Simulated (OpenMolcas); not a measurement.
An OpenMolcas run meant for Xe⁶⁺ (ANO-RCC-VTZP, DKH2; inactive shells 1s 2s 2p 3s 3p 3d 4s 4p 4d; intended active space 2 electrons in 4 orbitals (5s 5p)). One step of its input:

```
&CASPT2
Multistate=3 1 2 3
Frozen=9 9
IPEA=0.25
Imaginary=3.0
MaxIter=60
WThr=0.0 0.3 0.05
PrWF=0.5
NoMix
```

The run finished. Its levels beside those of a sound run (MS-CASPT2, IPEA 0.25 Eh, imaginary shift 0.1 Eh (closed shells correlated: 4d)), in cm⁻¹ above each run's lowest level:

```
     Level  This run  Usual run
   5s² ¹S₀       0.0        0.0
5s 5p ³P°₀     97148      97347
5s 5p ³P°₁    101239     101332
5s 5p ³P°₂    112865     113064
5s 5p ¹P°₁    145300     141874
   5p² ³P₀    226351     225756
   5p² ³P₁    235654     235357
   5p² ¹S₀    278817     275545
```

Problem. Which setting is unsound, and how much does it matter here?

Solution. The level shift is far above the usual 0.1 to 0.3 hartree and damps the second-order energy. Against the sound run the excited levels shown move by 1200 cm-1 on average and by 3400 cm-1 at most.

Over all roots computed the reference weight is 0.90 to 0.96 in the sound run; the roots of lowest weight are the least certain, and an intruder state may touch them. The ¹D term of p² mixes with s d, which this space lacks. Levels of configurations outside the active space are missing.

° marks odd parity.
